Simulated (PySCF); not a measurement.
# PdF: frontier orbitals

PBE0 at R = 1.922 Å; basis Pd def2-TZVPP with ECP28, F def2-TZVPP; scalar-relativistic core potentials; PySCF 2.14. State: ²Π (doublet), unpaired electrons π ↑, a second solution, started from another occupation. Only the outer orbitals are listed, counted within each symmetry, core potentials removing the inner ones.

```tsv
spin	orbital	occ.	ε (eV)	on Pd (%)	main shells (%)
α	5σ	1	-11.53	36	62 F p, 34 Pd d
α	2π	1	-11.07	54	54 Pd d, 46 F p
α	2π	1	-10.30	35	65 F p, 34 Pd d
α	3π	1	-8.86	48	52 F p, 46 Pd d
α	1δ	1	-8.67	99	98 Pd d
α	1δ	1	-8.63	100	100 Pd d
α	3π	1	-7.87	67	66 Pd d, 33 F p
α	6σ	1	-7.37	75	62 Pd d, 25 F p, 11 Pd s
α	7σ	0	-2.98	96	76 Pd s, 16 Pd p
α	4π	0	0.10	100	99 Pd p
α	4π	0	0.28	100	99 Pd p
β	5σ	1	-11.28	34	64 F p, 32 Pd d
β	2π	1	-10.08	30	70 F p, 29 Pd d
β	2π	1	-9.36	16	84 F p, 15 Pd d
β	1δ	1	-8.24	96	95 Pd d
β	1δ	1	-8.18	100	100 Pd d
β	3π	1	-7.50	72	71 Pd d, 28 F p
β	6σ	1	-7.06	80	64 Pd d, 20 F p, 14 Pd s
β	3π	0	-4.00	87	85 Pd d, 13 F p
β	7σ	0	-2.71	95	74 Pd s, 16 Pd p
β	4π	0	0.23	99	98 Pd p
```

**Question.** Which are the highest filled and the lowest empty level, where do they sit, and how wide is the gap?

**Answer.** Highest filled β 6σ at -7.06 eV (in %: 64 Pd d, 20 F p, 14 Pd s); lowest empty β 3π at -4.00 eV (in %: 85 Pd d, 13 F p); the gap at PBE0 is 3.06 eV.

* bond order (Mayer): 0.81
* ⟨S²⟩: 0.758
* charge on Pd (Mulliken, basis-dependent): 0.53
* charge on Pd (Löwdin, basis-dependent): 0.36
* dipole moment (positive dipole means Pd(−)F(+)): -4.91 D

Spin–orbit coupling is left out.
